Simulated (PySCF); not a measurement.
N$_{2}$, triplet, geometry from GFN2-xTB (a higher spin typed on purpose: for a closed-shell molecule this is an excited state); DF-SVWN5/6-311++G** (PySCF).

Here is a job for PySCF.
```python
from pyscf import gto, scf, dft
import numpy

mol = gto.Mole()
mol.atom = '''
    N    -0.00000000   -0.00000000   -0.57776211
    N     0.00000000    0.00000000    0.57776211
'''
mol.basis = '6-311++g**'
mol.spin = 2
mol.verbose = 4
mol.build()
print('smallest overlap eigenvalue', numpy.linalg.eigvalsh(mol.intor('int1e_ovlp'))[0])

mf = dft.UKS(mol)
mf.xc = 'lda,vwn'
mf = mf.density_fit(auxbasis='def2-universal-jkfit')
mf.kernel()
```

Output, abridged:

```
PySCF version 2.14.0

[INPUT] verbose = 4
[INPUT] num. atoms = 2
[INPUT] num. electrons = 14
[INPUT] charge = 0
[INPUT] spin (= nelec alpha-beta = 2S) = 2
[INPUT] symmetry False subgroup None
[INPUT] Mole.unit = angstrom
[INPUT] Symbol           X                Y                Z      unit          X                Y                Z       unit  Magmom
[INPUT]  1 N      0.000000000000   0.000000000000  -0.577762110000 AA    0.000000000000   0.000000000000  -1.091812153051 Bohr   0.0
[INPUT]  2 N      0.000000000000   0.000000000000   0.577762110000 AA    0.000000000000   0.000000000000   1.091812153051 Bohr   0.0

nuclear repulsion = 22.439757545783
number of shells = 20
number of NR pGTOs = 70
number of NR cGTOs = 44
basis = 6-311++g**
ecp = {}
smallest overlap eigenvalue 0.00028660837964042786

******** <class 'pyscf.df.df_jk.DFUKS'> ********
method = DFUKS
initial guess = minao
damping factor = 0
level_shift factor = 0
DIIS = <class 'pyscf.scf.diis.CDIIS'>
diis_start_cycle = 1
diis_space = 8
diis_damp = 0
SCF conv_tol = 1e-09
SCF conv_tol_grad = None
SCF max_cycles = 50
direct_scf = False
number electrons alpha = 8  beta = 6
XC library pyscf.dft.libxc version 7.1.2
    S. Lehtola, C. Steigemann, M. J. T. Oliveira, and M. A. L. Marques,  SoftwareX 7, 1–5 (2018)
XC functionals = lda,vwn
    P. A. M. Dirac,  Math. Proc. Cambridge Philos. Soc. 26, 376 (1930)
    F. Bloch,  Z. Phys. 57, 545 (1929)
    S. H. Vosko, L. Wilk, and M. Nusair,  Can. J. Phys. 58, 1200 (1980)
radial grids:
    Treutler-Ahlrichs [JCP 102, 346 (1995); DOI:10.1063/1.469408] (M4) radial grids

becke partition: Becke, JCP 88, 2547 (1988); DOI:10.1063/1.454033
pruning grids: <function nwchem_prune>
grids dens level: 3
symmetrized grids: False
atomic radii adjust function: <function treutler_atomic_radii_adjust>
small_rho_cutoff = 0
Set gradient conv threshold to 3.16228e-05
tot grids = 27808
init E= -108.718221814175

cycle= 1 E= -108.408239043428  delta_E= 0.31  |g|= 0.127  |ddm|= 1.18

cycle= 2 E= -108.409284061372  delta_E= -0.00105  |g|= 0.115  |ddm|= 1.19

cycle= 3 E= -108.414588640998  delta_E= -0.0053  |g|= 0.0356  |ddm|= 1.13

cycle= 4 E= -108.414169748154  delta_E= 0.000419  |g|= 0.0478  |ddm|= 1.15

cycle= 5 E= -108.414560830893  delta_E= -0.000391  |g|= 0.0365  |ddm|= 0.0089

cycle= 6 E= -108.414500748502  delta_E= 6.01e-05  |g|= 0.0384  |ddm|= 1.15

cycle= 7 E= -108.414532400008  delta_E= -3.17e-05  |g|= 0.0374  |ddm|= 0.000705

cycle= 8 E= -108.413680595832  delta_E= 0.000852  |g|= 0.0585  |ddm|= 1.15

cycle= 9 E= -108.413903427742  delta_E= -0.000223  |g|= 0.0538  |ddm|= 0.00381

cycle= 10 E= -108.414270607545  delta_E= -0.000367  |g|= 0.0449  |ddm|= 0.0264

cycle= 11 E= -108.414340668507  delta_E= -7.01e-05  |g|= 0.0431  |ddm|= 1.15

cycle= 12 E= -108.414187323848  delta_E= 0.000153  |g|= 0.0471  |ddm|= 0.0027

cycle= 13 E= -108.414398356535  delta_E= -0.000211  |g|= 0.0414  |ddm|= 1.15

cycle= 14 E= -108.414433600547  delta_E= -3.52e-05  |g|= 0.0404  |ddm|= 1.15

cycle= 15 E= -108.414478706291  delta_E= -4.51e-05  |g|= 0.039  |ddm|= 1.15

cycle= 16 E= -108.412295628188  delta_E= 0.00218  |g|= 0.082  |ddm|= 1.14

cycle= 17 E= -108.411793511117  delta_E= 0.000502  |g|= 0.089  |ddm|= 0.00471

cycle= 18 E= -108.349998715707  delta_E= 0.0618  |g|= 0.183  |ddm|= 0.637

cycle= 19 E= -108.413861305353  delta_E= -0.0639  |g|= 0.0547  |ddm|= 1.31

cycle= 20 E= -108.413277520985  delta_E= 0.000584  |g|= 0.0662  |ddm|= 0.00802

cycle= 21 E= -108.413639987666  delta_E= -0.000362  |g|= 0.0594  |ddm|= 0.00468

cycle= 22 E= -108.347311709092  delta_E= 0.0663  |g|=  0.2  |ddm|= 1.31

cycle= 23 E= -108.413267201651  delta_E= -0.066  |g|= 0.0664  |ddm|= 0.639

cycle= 24 E= -108.413465335173  delta_E= -0.000198  |g|= 0.0628  |ddm|= 0.0117

cycle= 25 E= -108.414346923372  delta_E= -0.000882  |g|= 0.0429  |ddm|= 0.0135

cycle= 26 E= -108.414517153142  delta_E= -0.00017  |g|= 0.0378  |ddm|= 1.14

cycle= 27 E= -108.414456343894  delta_E= 6.08e-05  |g|= 0.0397  |ddm|= 0.112

cycle= 28 E= -108.414635865669  delta_E= -0.00018  |g|= 0.0339  |ddm|= 1.15

cycle= 29 E= -108.413531338723  delta_E= 0.0011  |g|= 0.0615  |ddm|= 1.15

cycle= 30 E= -108.414505784208  delta_E= -0.000974  |g|= 0.0382  |ddm|= 0.0159

cycle= 31 E= -108.41229661739  delta_E= 0.00221  |g|= 0.082  |ddm|= 1.15

cycle= 32 E= -108.412436752992  delta_E= -0.00014  |g|= 0.08  |ddm|= 0.00141

cycle= 33 E= -108.41293595822  delta_E= -0.000499  |g|= 0.0721  |ddm|= 0.00526

cycle= 34 E= -108.349572693474  delta_E= 0.0634  |g|= 0.186  |ddm|= 0.638

cycle= 35 E= -108.412383601552  delta_E= -0.0628  |g|= 0.0808  |ddm|= 0.637

cycle= 36 E= -108.414661769768  delta_E= -0.00228  |g|= 0.033  |ddm|= 0.0431

cycle= 37 E= -108.41203937468  delta_E= 0.00262  |g|= 0.0857  |ddm|= 0.0468

cycle= 38 E= -108.41376661628  delta_E= -0.00173  |g|= 0.0568  |ddm|= 1.14

cycle= 39 E= -108.4136713505  delta_E= 9.53e-05  |g|= 0.0587  |ddm|= 0.00134

cycle= 40 E= -108.41396374857  delta_E= -0.000292  |g|= 0.0525  |ddm|= 1.15

cycle= 41 E= -108.414564923112  delta_E= -0.000601  |g|= 0.0363  |ddm|= 0.0111

cycle= 42 E= -108.413091537598  delta_E= 0.00147  |g|= 0.0695  |ddm|= 1.15

cycle= 43 E= -108.413530608415  delta_E= -0.000439  |g|= 0.0615  |ddm|= 0.00668

cycle= 44 E= -108.413816307026  delta_E= -0.000286  |g|= 0.0557  |ddm|= 0.00393

cycle= 45 E= -108.414513454202  delta_E= -0.000697  |g|= 0.038  |ddm|= 0.0455

cycle= 46 E= -108.414039293438  delta_E= 0.000474  |g|= 0.0507  |ddm|= 1.15

cycle= 47 E= -108.414665373777  delta_E= -0.000626  |g|= 0.0329  |ddm|= 1.14

cycle= 48 E= -108.413395605124  delta_E= 0.00127  |g|= 0.0641  |ddm|= 1.14

cycle= 49 E= -108.413422600926  delta_E= -2.7e-05  |g|= 0.0636  |ddm|= 0.00079

cycle= 50 E= -108.349707038262  delta_E= 0.0637  |g|= 0.185  |ddm|= 0.639
SCF not converged.
SCF energy = -108.349707038262 after 50 cycles  <S^2> = 2.0044782  2S+1 = 3.002984
```

The run did not converge; its last values are not results.
